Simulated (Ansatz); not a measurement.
Ansatz (a program for electronic structure) input (CCSD(T)/aug-cc-pV(T+d)Z):
A basis named .json is the Basis Set Exchange file of that set.

Ansatz 0.2 input:
```yaml
crystal:
  periodic: [false, false, false]
  atoms:
    - {symbol: C, position_ang: [-1.62475432, -0.25488781, -0.31884178]}
    - {symbol: O, position_ang: [-0.28187607, -0.54327042, -0.01206628]}
    - {symbol: Al, position_ang: [1.11807958, 0.37744654, 0.20190218]}
    - {symbol: H, position_ang: [-1.80163841, 0.81910310, -0.44903336]}
    - {symbol: H, position_ang: [-1.91273542, -0.76415388, -1.24267339]}
    - {symbol: H, position_ang: [-2.27493424, -0.61456452, 0.48343537]}
    - {symbol: H, position_ang: [2.42812200, -0.41854651, 0.54577849]}
    - {symbol: H, position_ang: [1.02968602, 1.94684693, 0.04734549]}
basis:
  gaussian:
    orbitals: aug-cc-pV_T+d_Z.json
magnetization: {spin_polarized: false}
correlation: {method: ccsd_t, electrons: outside_noble_gas}
```

End of the output:

```
integrals: 1.84 GiB planned
1485 factors; integrals over basis functions are off by at most 1.3e-3 eV
1.59 GiB of device memory are held for the factors and their scratch space
mean field: 1.13 GiB planned
mean field evaluation 1: about -9728.7820 eV, gradient 3.9e1 eV
mean field evaluation 2: about -9728.7822 eV, gradient 3.9e1 eV
mean field evaluation 4: about -9732.0027 eV, gradient 3.4e0 eV
mean field evaluation 8: about -9732.0423 eV, gradient 1.8e-1 eV
mean field evaluation 16: about -9732.0406 eV, gradient 7.5e-1 eV
mean field -9732.04247441 eV, -357.6459643193 hartree, gradient 1.7e-6 eV, S^2 0.000000; 0 other end points of the search recorded, 0 dependent functions left out
7 core orbitals not correlated
reference -9732.04247441 eV, -357.6459643193 hartree; 9, 9 occupied and 246, 246 virtual orbitals, 1485 factors
second order -13.86712104 eV of doubles, -0.00000000 eV of singles
coupled cluster: 16.02 GiB planned
cycle   1  -14.17383248 eV  change   -3.1e-1 eV  update   8.7e-2
cycle   2  -14.55309936 eV  change   -3.8e-1 eV  update   2.7e-2
cycle   3  -14.65372937 eV  change   -1.0e-1 eV  update   1.5e-2
cycle   4  -14.64389361 eV  change    9.8e-3 eV  update   3.8e-3
cycle   5  -14.64310346 eV  change    7.9e-4 eV  update   2.1e-3
cycle   6  -14.64405026 eV  change   -9.5e-4 eV  update   6.8e-4
cycle   7  -14.64380114 eV  change    2.5e-4 eV  update   2.8e-4
cycle   8  -14.64371781 eV  change    8.3e-5 eV  update   8.2e-5
cycle   9  -14.64374282 eV  change   -2.5e-5 eV  update   3.0e-5
cycle  10  -14.64374892 eV  change   -6.1e-6 eV  update   1.0e-5
perturbative correction -0.51282441 eV, -0.0188459495 hartree
Total energy: -9747.19904774 eV, -358.2029581157 hartree
```
